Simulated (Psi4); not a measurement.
The Psi4 input:
```
memory 2 GB

molecule {
0 1
  C    -0.00000000   -0.00000000   -1.10631145
  S     0.00000000    0.00000000    0.41486679
}

set basis def2-svp

energy('omp2')
print_variables()
```

Question: What does this run give for the nuclear repulsion energy, number of basis functions, total energy, MP2 correlation energy?

Answer: 
The nuclear repulsion energy is 33.3958 Eh, the number of basis functions is 32 and the total energy is -435.4264 Eh. The MP2 correlation energy comes out as -0.2531 Eh.
